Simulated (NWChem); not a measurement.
System: CH2NO, doublet; SMILES O=C[NH]

NWChem input:

```
start job
memory heap 200 mb stack 900 mb global 1100 mb
geometry units angstroms noautosym nocenter noautoz
  N      0.186231    -1.136432    -0.026404
  C     -0.447246     0.035605     0.028772
  O      0.236876     1.087632    -0.014444
  H      1.175457    -1.071256     0.277846
  H     -1.561132     0.051025    -0.038100
end
basis spherical
  * library def2-svp
end
dft
  odft
  mult 2
  xc pbe0
  iterations 150
end
cosmo
  do_cosmo_smd true
  solvent ethanol
end
task dft energy
```

The geometry was optimised at PBE-D3(BJ)/def2-SVP, spin-unrestricted. No stability test was run on the SCF state. Solvent: ethanol.

Level: PBE0/def2-SVP with SMD (1 M gas to 1 M solution), gas-phase geometry. Reactions with the solvent are ignored.

What results follow from this input? (PBE0/def2-SVP, spin-unrestricted, SMD on the gas-phase geometry.) Quantities: solvation free energy (kcal/mol); cavity-dispersion-structure term (kcal/mol); dipole in solution (D).


- solvation free energy (kcal/mol): -3.3
- cavity-dispersion-structure term (kcal/mol): 3.0
- dipole in solution (D): 1.69
